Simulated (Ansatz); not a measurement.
Reaction (ligand exchange at the Si–O bond): `[SiH3][O][GaH][SH]` + `CC(C)=N` → `CC(C)=N[SiH3]` + `[OH][GaH][SH]`

Isolated molecules relaxed with PBE0-D4/def2-TZVP in Ansatz; ΔE leaves out vibrations. CCSD(T)/CBS is the MP2 limit (def2-TZVPP, def2-QZVPP) plus CCSD(T) − MP2 in def2-TZVPP, frozen cores. DFT in def2-TZVPP. B3LYP here is the variant with VWN-RPA as its local correlation; programs differ in this. For Ga outer-core shells are correlated without core-valence functions, which leaves a few kJ/mol of doubt a bond. Scalar relativity is left out up to krypton. Each species was taken in one conformer, which may not be the lowest.

`[SiH3][O][GaH][SH]`:

```xyz
9

Si    1.413    0.413    0.400
O     0.059    0.910   -0.358
Ga   -1.567    0.310   -0.766
S    -2.061   -1.723   -0.113
H     1.708    1.304    1.553
H     1.263   -0.981    0.918
H     2.562    0.435   -0.542
H    -2.519    1.248   -1.546
H    -0.858   -1.917    0.455
```

`CC(C)=N`:

Z-matrix (Å, degrees):
```
C
C 1 1.502
H 1 1.091 2 111.6
H 1 1.094 2 110.5 3 121.2
H 1 1.094 2 110.4 3 -121.1
C 2 1.497 1 115.9 3 -179.5
N 2 1.268 1 125.1 3 0.5
H 6 1.094 2 110.6 1 -58.5
H 6 1.088 2 110.2 1 -179.6
H 6 1.094 2 110.5 1 59.5
H 7 1.021 2 110.6 1 -0.0
```

`CC(C)=N[SiH3]`:

Z-matrix (Å, degrees):
```
C
C 1 1.498
H 1 1.088 2 110.6
H 1 1.095 2 110.1 3 121.5
H 1 1.095 2 110.1 3 -121.5
C 2 1.509 1 115.9 3 -179.9
N 2 1.267 1 120.1 3 0.2
H 6 1.094 2 109.8 1 -121.5
H 6 1.090 2 112.8 1 -0.2
H 6 1.094 2 109.8 1 121.0
Si 7 1.733 2 126.7 1 179.8
H 11 1.493 7 111.4 2 -62.8
H 11 1.482 7 108.6 2 177.7
H 11 1.493 7 111.9 2 58.0
```

`[OH][GaH][SH]`:

```xyz
6

O     1.248   -0.538   -0.351
Ga   -0.174    0.022    0.573
S    -1.733    0.866   -0.710
H     1.946   -0.911    0.191
H    -0.276   -0.086    2.120
H    -1.011    0.647   -1.823
```

```tsv
level	ΔE (kJ/mol)	difference from CCSD(T)/CBS
PBE-D4	63.9	-12.4
r2SCAN-D4	70.8	-5.5
PBE0-D4	69.7	-6.6
B3LYP-D4	74.2	-2.1
ωB97X-V	74.2	-2.1
ωB97M-V	73.5	-2.8
B2PLYP	76.4	0.1
PBE	64.7	-11.6
r2SCAN	71.1	-5.2
PBE0	70.3	-6.0
B3LYP	75.2	-1.1
HF/def2-TZVPP	90.8	14.5
MP2/def2-TZVPP	75.8	-0.5
SCS-MP2/def2-TZVPP	79.9	3.6
CCSD/def2-TZVPP	81.0	4.7
CCSD(T)/def2-TZVPP	78.4	2.1
HF/def2-QZVPP	91.8	15.5
MP2/def2-QZVPP	74.9	-1.4
SCS-MP2/def2-QZVPP	79.0	2.7
HF/CBS(def2)	91.9	15.6
MP2/CBS(def2)	73.6	-2.7
CCSD/CBS(def2)	78.8	2.5
CCSD(T)/CBS	76.3	0
```

Largest T1 diagnostic among the species: 0.014.

From PBE to PBE0 (25 % exact exchange), in def2-TZVPP and without D4, ΔE moves by +5.6 kJ/mol. In def2-TZVPP, CCSD(T) changes the Hartree–Fock value by −12.4 kJ/mol (the triples alone add −2.5 kJ/mol) and MP2 by −15.0 kJ/mol.
